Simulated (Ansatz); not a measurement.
Ideal-gas functions of CH6InN (`N[CH2][InH2]`) at 400 K and 1 bar, from an Ansatz frequency run at PBE0-D4/def2-TZVP.

Molar mass 146.88 g/mol, point group C1 (symmetry number 1), electronic degeneracy 1, moments of inertia 19.635, 172.561, 186.906 u Å². Harmonic wavenumbers (cm⁻¹, unscaled): 79, 178, 244, 351, 461, 512, 603, 694, 843, 1080, 1088, 1223, 1307, 1483, 1661, 1785, 1796, 2963, 3075, 3507, 3596.

Use S(trans) = R[1.5 ln M + 2.5 ln T − 1.1517]; rotational temperatures θ = 24.2544 K / I; S(rot) = R[ln(√π/σ · √(T³/θAθBθC)) + 1.5]; for each mode x = 1.438777 ν̃/T, S = R[x/(eˣ − 1) − ln(1 − e⁻ˣ)] and H = RT x/(eˣ − 1); 1 cm⁻¹ = 0.0119627 kJ/mol; R = 8.31446 J/(mol·K).

Question: By hand: the entropy, in J/(mol·K).

Answer: Translation 177.2. Rotation: θ = 1.2353, 0.1406, 0.1298 K, giving 107.7. Vibration, mode by mode: 18.80, 12.16, 9.66, 6.91, 5.00, 4.32, 3.34, 2.58, 1.69, 0.85, 0.83, 0.56, 0.43, 0.26, 0.15, 0.10, 0.10, 0.00, 0.00, 0.00, 0.00, in all 67.7. Electronic 0.0. Sum 352.6 J/(mol·K).

Question: By hand: H − E and G − E in kJ/mol, counted from the electronic energy.

Answer: Zero-point energy ½ × 28529 × 0.0119627 = 170.6; thermal vibration 14.7; translation, rotation and pV give 4 RT = 13.3. H − E = 198.6 kJ/mol, and G − E = 198.6 − 400 × 352.6/1000 = 57.6 kJ/mol.

Vibration gives 19 % of the entropy, 18.8 J/(mol·K) of it from the mode under 150 cm⁻¹: soft modes count most, and the harmonic formula is weakest for them. The sum counts one conformer and one mirror image; others add a mixing term.
